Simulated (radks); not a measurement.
The numbers below are computed, except where a source is named.
Q: All-electron atom: the terbium ion Tb6+ in [Kr] 4d10 4f6 5s1 5p6 (not the ground configuration). Code: a radial shooting solver on a logarithmic mesh with Libxc functionals. Model: scalar-relativistic Kohn-Sham, PBE, spin-polarised, spherical densities, finite nucleus; open shells are filled with parallel spins first (spin-orbit coupling, left out, can overturn this in heavy ions); Fermi nuclear charge, rms radius 5.06 fm. Some entries of the table are withheld. Estimate them.

orbital,occ.,eigenvalue (eV),<r> (bohr),r(max) (bohr)
1s up,1,-51948.07,0.02151,0.01364
1s down,1,-51947.94,0.02151,0.01364
2s up,1,-8693.516,0.09151,0.07750
2s down,1,-8693.377,0.09151,0.07750
2p up,3,-7736.257,0.08089,0.06280
2p down,3,-7736.134,0.08089,0.06280
3s up,1,-2007.935,0.2395,0.2198
3s down,1,-2005.052,0.2393,0.2197
3p up,3,-1712.666,0.2382,0.2159
3p down,3,-1709.793,0.2380,0.2158
3d up,5,-1327.373,0.2167,0.1766
3d down,5,-1325.157,0.2164,0.1764
4s up,1,-478.2527,0.5387,0.5038
4s down,1,-471.9297,0.5388,0.5037
4p up,3,-380.3742,0.5692,0.5255
4p down,3,-374.1196,0.5693,0.5254
4d up,5,(1),0.6130,0.5435
4d down,5,(2),0.6137,0.5434
5s up,1,-129.7979,1.214,1.127
5s down,0,-125.8584,1.231,1.137
5p up,3,-102.5774,(3),1.244
5p down,3,-99.3995,(4),1.260
4f up,6,-98.0270,0.7280,0.5341
4f down,0,-91.9689,0.7395,0.5358

A: 
(1) 4d up eigenvalue (eV): -245.8411
(2) 4d down eigenvalue (eV): -239.6253
(3) 5p up <r> (bohr): 1.355
(4) 5p down <r> (bohr): 1.378
